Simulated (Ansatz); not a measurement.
System: sum formula VO₂Cl, net charge -1, doublet state. The spin state was set by rule; other spins were not relaxed. 
Structure (B3LYP-D3(BJ)/def2-TZVP (Ansatz, a first-principles code) minimum search):
```
V
O 1 1.6361
O 1 1.6361 2 117.37
Cl 1 2.3001 2 121.31 3 180.00
```
Charge -1, spin multiplicity 2.

Total electronic energies in hartree. Correlated levels leave the core frozen unless marked. UHF or UKS for open shells. No spin-orbit coupling. The frozen core is the preceding noble-gas configuration, with the filled d and f shells of earlier blocks. Non-relativistic.  The program attaches cautions to a run behind HF/STO-3G: large difference. The program attaches cautions to a run behind MP2/def2-SVP: large difference. The program attaches cautions to a run behind CCSD/6-31G: large difference. The program attaches cautions to a run behind CCSD/6-31G*: large difference. The program attaches cautions to a run behind CCSD/def2-SVP: large difference. The program attaches cautions to a run behind CCSD/def2-SVPD: large difference. The program attaches cautions to a run behind CCSD(T)/6-31G: large difference.

The UHF reference is spin-contaminated (<S^2> 0.54 over the pure value in the largest basis). The T1 diagnostic of CCSD in the largest basis is 0.088, which is high, so the coupled-cluster rows are less sure than usual.

```json
[
 {"level": "HF/STO-3G", "program": "Ansatz", "energy (Eh)": "-1535.48155"},
 {"level": "SVWN5/def2-TZVPD", "program": "Ansatz", "energy (Eh)": "-1550.32395"},
 {"level": "PBE-D3(BJ)/def2-TZVPD", "program": "Ansatz + dftd3", "energy (Eh)": "-1554.42175"},
 {"level": "BLYP-D3(BJ)/def2-TZVPD", "program": "Ansatz + dftd3", "energy (Eh)": "-1555.01413"},
 {"level": "BLYP-D4/def2-TZVPD", "program": "Ansatz + dftd4", "energy (Eh)": "-1555.01579"},
 {"level": "r2SCAN/def2-TZVPD", "program": "Ansatz", "energy (Eh)": "-1554.83857"},
 {"level": "r2SCAN-D4/def2-TZVPD", "program": "Ansatz + dftd4", "energy (Eh)": "-1554.83949"},
 {"level": "B97M-V/def2-TZVPD", "program": "Ansatz", "energy (Eh)": "-1554.55400"},
 {"level": "B3LYP-D4/def2-TZVPD", "program": "Ansatz + dftd4", "energy (Eh)": "-1554.98857"},
 {"level": "PBE0-D3(BJ)/def2-TZVPD", "program": "Ansatz + dftd3", "energy (Eh)": "-1554.41884"},
 {"level": "PBE0/def2-TZVPD", "program": "Ansatz", "energy (Eh)": "-1554.41607"},
 {"level": "BHLYP-D3(BJ)/def2-TZVPD", "program": "Ansatz + dftd3", "energy (Eh)": "-1554.79300"},
 {"level": "r2SCANh-D4/def2-TZVPD", "program": "Ansatz + dftd4", "energy (Eh)": "-1554.79820"},
 {"level": "wB97X-V/def2-TZVPD", "program": "Ansatz", "energy (Eh)": "-1554.67564"},
 {"level": "RPA@PBE/def2-QZVPP", "program": "Ansatz", "energy (Eh)": "-1553.73175"},
 {"level": "MP2/def2-SVP", "program": "Ansatz", "energy (Eh)": "-1552.43646"},
 {"level": "RI-MP2/def2-QZVPP", "program": "Ansatz", "energy (Eh)": "-1553.23843"},
 {"level": "CCSD/6-31G", "program": "Ansatz", "energy (Eh)": "-1552.51088"},
 {"level": "CCSD/6-31G*", "program": "Ansatz", "energy (Eh)": "-1552.79340"},
 {"level": "CCSD/def2-SVP", "program": "Ansatz", "energy (Eh)": "-1552.49024"},
 {"level": "CCSD/def2-SVPD", "program": "Ansatz", "energy (Eh)": "-1552.57947"},
 {"level": "CCSD(T)/6-31G", "program": "Ansatz", "energy (Eh)": "-1552.54969"}
]
```

Totals of different functionals don't rank their quality; only differences between species are comparable.
